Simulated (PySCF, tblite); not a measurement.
Species: C4H8F3OPSi.
Cartesian coordinates in Å at the GFN2-xTB level; atoms count from 1:
```
atom  x, y, z in Å
C1    -1.924   -0.837    0.126
C2    -0.486   -0.706    0.554
C3     0.191    0.713    0.510
Si4   -0.775    2.224   -0.095
P5     0.759   -0.453   -0.732
O6     0.567   -0.384   -2.181
C7     2.405   -1.193   -0.197
F8     2.512   -1.297    1.130
F9     3.416   -0.430   -0.619
F10    2.575   -2.411   -0.709
H11   -2.057   -0.440   -0.878
H12   -2.576   -0.294    0.808
H13   -2.223   -1.884    0.122
H14   -0.233   -1.283    1.437
H15    0.846    0.895    1.354
H16   -1.320    2.007   -1.430
H17   -1.854    2.440    0.873
H18    0.170    3.340   -0.086
```

Jobs on this species (18 atoms, 96 electrons) with PySCF (density fitting) and tblite. Hardware of each: an Arm Neoverse V2 with one thread, shared host. Times come from a shared host and carry two figures at best.

| level and settings | work | basis functions | SCF cycles | wall time |
| --- | --- | --- | --- | --- |
| PBE0/pcSseg-1 | shieldings, ring-centre shieldings, charges and field gradients | 224 | ? | ? |
| GFN2-xTB | L-BFGS relaxation | – | – | 1.1 s |
| GFN2-xTB | Hessian by finite differences | – | – | 0.76 s |

Task: Fill in the missing figures.

Result: 
- PBE0/pcSseg-1; shieldings, ring-centre shieldings, charges and field gradients: 46 s, 15 SCF cycles

Task: What do all jobs in the table cost together?

Result: About 48 s; the longest takes about 96 % of that, and about 61 times as long as the shortest.
